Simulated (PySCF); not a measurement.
# InF⁺: frontier orbitals

LC-ωPBE at R = 1.972 Å; PySCF, scalar-relativistic core potentials, basis sets In cc-pVDZ-PP with ECP28, F cc-pVDZ. State: ²Σ⁺ (doublet), unpaired electrons σ ↑. Only the outer orbitals are listed, counted within each symmetry, core potentials removing the inner ones.

```tsv
spin	orbital	occ.	ε (eV)	on In (%)	main shells (%)
α	6σ	1	-22.03	35	63 F p, 32 In s
α	3π	1	-19.67	5	95 F p
α	3π	1	-19.67	5	95 F p
α	7σ	1	-18.23	76	60 In s, 24 F p, 16 In p
α	4π	0	-6.16	97	96 In p
α	4π	0	-6.16	97	96 In p
α	8σ	0	-3.93	96	80 In p, 10 In d
β	6σ	1	-20.34	38	59 F p, 33 In s
β	3π	1	-19.46	5	95 F p
β	3π	1	-19.46	5	95 F p
β	7σ	0	-9.93	77	64 In s, 23 F p, 12 In p
β	4π	0	-5.28	97	97 In p
β	4π	0	-5.28	97	97 In p
```

Task: Which are the highest filled and the lowest empty level, where do they sit, and how wide is the gap?

Result: Highest filled α 7σ at -18.23 eV (in %: 60 In s, 24 F p, 16 In p); lowest empty β 7σ at -9.93 eV (in %: 64 In s, 23 F p, 12 In p); the gap at LC-ωPBE is 8.30 eV.

| Item | Value |
| --- | --- |
| bond order (Mayer) | 1.12 |
| ⟨S²⟩ | 0.761 |
| charge on In (Mulliken, basis-dependent) | 1.26 |
| charge on In (Löwdin, basis-dependent) | 1.26 |
| dipole moment (positive dipole points towards F; it is taken about the centre of mass and depends on that origin) | -4.01 D |

Spin–orbit coupling is left out. The state was picked by a PBE0 search and need not be the measured ground state.
